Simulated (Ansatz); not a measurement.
H₄HfO₄, charge +1, doublet, at the geometry of the source list (the multiplicity is a formal guess) (core potentials on Hf). Base run: PBE0/def2-SVP (Ansatz, a program for electronic structure).

Input for Ansatz:
Ansatz 0.2 input:
```yaml
crystal:
  periodic: [false, false, false]
  atoms:
    - {symbol: Hf, position_ang: [0.03150000, -0.21370000, -0.03530000]}
    - {symbol: O, position_ang: [1.54540000, -0.43880000, -1.10870000]}
    - {symbol: H, position_ang: [2.14800000, 0.31340000, -1.13200000]}
    - {symbol: O, position_ang: [0.44270000, 0.01220000, 1.77320000]}
    - {symbol: H, position_ang: [0.34870000, 0.93750000, 2.02920000]}
    - {symbol: O, position_ang: [-0.61720000, 1.44510000, -0.60730000]}
    - {symbol: H, position_ang: [-1.08080000, 1.38450000, -1.45360000]}
    - {symbol: O, position_ang: [-1.31010000, -1.51260000, -0.15670000]}
    - {symbol: H, position_ang: [-1.50840000, -1.92750000, 0.69120000]}
basis:
  gaussian:
    orbitals: def2-SVP
hamiltonian:
  xc: pbe0
total_charge: 1
magnetization: {spin_polarized: true, initial_magnetization: 1}
```

Variants of this job, named by their change:

```
change                                                                 basis functions        E (Eh)
---------------------------------------------------------------------  ---------------  ------------
base                                                                               108    -350.56601
basis = ANO-RCC-VDZP; relativity = spin-free X2C                                   144  -15383.04465
basis = jorge-DZP-DKH; relativity = spin-free X2C; nucleus = Gaussian              140  -15369.04271
basis = jorge-DZP-DKH; relativity = none                                           140  -14362.35227
basis = ANO-RCC-VDZP; relativity = none                                            144  -13078.77831
basis = jorge-DZP-DKH; relativity = spin-free X2C                                  140  -15370.43218
basis = x2c-SVPall; relativity = spin-free X2C; nucleus = Gaussian                 142  -15380.57242
basis = x2c-SVPall; relativity = none                                              142  -13229.98062
basis = x2c-SVPall; relativity = spin-free X2C                                     142  -15382.11345
basis = ANO-RCC-VDZP; relativity = spin-free X2C; nucleus = Gaussian               144  -15381.16353
```

Totals shift with the method and basis; they matter in differences.

Ansatz warned in this series: the basis is contracted for relativity, which the run leaves out.

Basis sets contracted for a relativistic Hamiltonian are a mismatch without it, so the rows without relativity aren't non-relativistic limits. No row has spin-orbit coupling; sets with core potentials leave out the core electrons.
